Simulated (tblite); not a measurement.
C₅H₄NOP.
Atom-mapped SMILES: `[CH3:1][c:2]1[cH:3][p:4][c:5]([C:6]#[N:7])[o:8]1` (hydrogens: H9, H10, H11 on C1; H12 on C3)

Level: GFN2-xTB in tblite, geometry and Hessian alike; calculated harmonic values, unscaled, isolated species. The method is semi-empirical: single wavenumbers can be off by several per cent or more.

Harmonic wavenumbers (cm⁻¹): 45.4, 126.7, 128.5, 217.5, 306.3, 384.1, 470.1, 514.8, 520.9, 569.1, 570.3, 748.7, 790.8, 875.9, 978.7, 998.4, 1025.2, 1106.9, 1172.1, 1270.4, 1305.5, 1395.4, 1452.3, 1456.2, 1529.8, 2344.4, 3010.4, 3023.8, 3069.0, 3145.2.

A = 3324, B = 1376, C = 979.1 MHz; mass 125.003 u (most abundant isotopes); point group Cs, symmetry number 1.

Q: What is the zero-point energy?

A: ½Σν̃ = 17276 cm⁻¹ = 49.40 kcal/mol.

Q: Give the ideal-gas entropy at 200 K and 1 bar in the rigid-rotor, harmonic-oscillator model (classical rotation).

A: Translation 38.43, rotation 27.47, vibration 12.53: S = 78.4 cal/(mol K).

Q: And Cp and H(200 K) − H(0)?

A: Cp = 22.05 cal/(mol K), of which vibrations give 14.11 (their classical limit is 30 R = 59.6); H(200 K) − H(0) = 2.97 kcal/mol without the zero-point energy, 1.38 from vibrations.

Q: Blend soft modes into free rotors: weight 1/[1 + (100 cm⁻¹/ν̃)⁴] for the oscillator and the rest for a rotor with moment μB/(μ + B), μ = h/(8π²ν), B = 10⁻⁴⁴ kg m². What vibrational entropy results?

A: 11.62 cal/(mol K) in place of 12.53, which changes −T·S at 200 K by +0.18 kcal/mol.

Q: How do the functions run with temperature in this model?

A: 
| T (K) | S (cal/(mol K)) | Cp (cal/(mol K)) | H − H(0) (kcal/mol) | G − H(0) (kcal/mol) | ln q(vib) |
| --- | --- | --- | --- | --- | --- |
| 100 | 65.9 | 14.9 | 1.12 | -5.47 | 1.15 |
| 300 | 88.7 | 29.0 | 5.52 | -21.09 | 4.59 |
| 500 | 106.3 | 40.2 | 12.52 | -40.65 | 8.08 |
| 800 | 127.6 | 50.1 | 26.22 | -75.87 | 13.02 |
| 1000 | 139.2 | 54.1 | 36.66 | -102.59 | 16.02 |

q(vib) and H(0) count from the zero-point level.

Q: Which modes carry the vibrational entropy at 200 K?

A: 45.4 cm⁻¹: 4.22; 126.7 cm⁻¹: 2.24; 128.5 cm⁻¹: 2.21; 217.5 cm⁻¹: 1.29; 306.3 cm⁻¹: 0.78; 384.1 cm⁻¹: 0.50 cal/(mol K); the other 24 give 1.29 together.

Q: What must be added to the electronic energy to get the Gibbs energy at 200 K and 1 bar?

A: ZPE + [H(200 K) − H(0)] − T·S = 49.40 + 2.97 − 15.69 = 36.68 kcal/mol.

Hindered rotation and anharmonicity are outside this model.
